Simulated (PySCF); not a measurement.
TaCl₄, SMILES [Cl][Ta+]([Cl])([Cl])[Cl], charge +1, multiplicity 1. Geometry: PBE-D3(BJ)/def2-SVP. The multiplicity is an assumed one; no other spin state was optimised. The isomer is the one that the SMILES or the coordinates give; other isomers of the formula were not compared. The def2 effective core potentials stand for the cores of Ta; spin–orbit coupling is left out.

Method: PBE-D3(BJ)/def2-SVP (PySCF).

Harmonic wavenumbers (cm⁻¹): 109, 109, 109, 118, 118, 422, 447, 447, 447. Rotational constants (GHz): 1.070, 1.070, 1.070; symmetry number 12.

### Question
Work out the zero-point energy and the ideal-gas rigid-rotor harmonic-oscillator thermochemistry at 298.15 K and 1 atm.

### Answer
ZPE = ½ Σ hcν = ½ × 2325 cm⁻¹ = 3.32 kcal/mol. H − E(el) = 8.61 kcal/mol. Entropy in cal/(mol K): translation 43.21, rotation 25.01, vibration 19.45, total 87.67. G − E(el) = -17.53 kcal/mol. Cp = 23.17 cal/(mol K). Modes under 150 cm⁻¹ make the vibrational entropy uncertain.
